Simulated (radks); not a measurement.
All-electron atom: Re34+ in [Kr] 4d5 (the NIST ground configuration).

Calculated with a radial shooting solver on a logarithmic mesh with Libxc functionals: scalar-relativistic Kohn-Sham, r2SCAN, spin-polarised, spherical densities, finite nucleus; open shells are filled with parallel spins first (spin-orbit coupling, left out, can overturn this in heavy ions); meta-GGA in the generalised Kohn-Sham scheme; Fermi nuclear charge, rms radius 5.3698 fm.

Energy parts (eV):
total: -436735.17
kinetic: 484368.26
electron-nucleus: -1021490.61
Hartree: 107915.13
exchange-correlation: -7527.95

Orbitals (lengths in bohr, moments of r in powers of bohr; <r^-3> diverges for s and p1/2; r(max) is where P^2 peaks; r(90%) holds 90 % of the orbital's charge):
orbital,occ.,eigenvalue (eV),r(max),r(90%),<r^-3>,<1/r>
1s up,1,-73103.19,0.01124,0.0329,-,88.72
1s down,1,-73103.18,0.01124,0.0329,-,88.72
2s up,1,-13844.76,0.06451,0.118,-,20.77
2s down,1,-13836.71,0.06449,0.118,-,20.78
2p up,3,-12255.44,0.05304,0.111,20800,18.75
2p down,3,-12249.08,0.05302,0.111,20810,18.75
3s up,1,-4249.509,0.1812,0.287,-,7.770
3s down,1,-4247.686,0.1813,0.286,-,7.769
3p up,3,-3778.270,0.1795,0.292,4769,7.160
3p down,3,-3775.689,0.1795,0.292,4765,7.161
3d up,5,-3251.709,0.1462,0.274,607.0,6.749
3d down,5,-3246.036,0.1464,0.274,605.9,6.745
4s up,1,-1826.189,0.3946,0.574,-,3.612
4s down,1,-1807.999,0.3945,0.575,-,3.606
4p up,3,-1654.415,0.4077,0.599,1422,3.365
4p down,3,-1636.467,0.4078,0.600,1414,3.357
4d up,5,-1447.861,0.4042,0.613,174.1,3.139
4d down,0,-1429.757,0.4042,0.615,174.1,3.137
5s up,0,-988.9460,0.7259,0.990,-,2.031
5s down,0,-976.2170,0.7258,0.996,-,2.029
5p up,0,-913.7711,0.7594,1.04,577.9,1.907
5p down,0,-901.0194,0.7623,1.05,577.2,1.901

The highest occupied level is 4d up at -1447.9 eV. The electron density at the nucleus is 1.649e+06 e/bohr^3 (large components only). Spin moment in Bohr magnetons: 5. For comparison, the ionisation energy in NIST's Atomic Spectra Database is 1454 eV (theoretical). In exact Kohn-Sham theory the highest level is minus the ionisation energy, but local and semilocal functionals leave it too shallow, through self-interaction and a potential that decays too fast; potentials with the right tail come closer. The density falls to 0.001 e/bohr^3 at r = 1.12 bohr. Summed over all electrons, <r^2> = 3.349 bohr^2, which gives a Langevin (diamagnetic) susceptibility term of -2.65 x 10^-6 cm^3/mol.
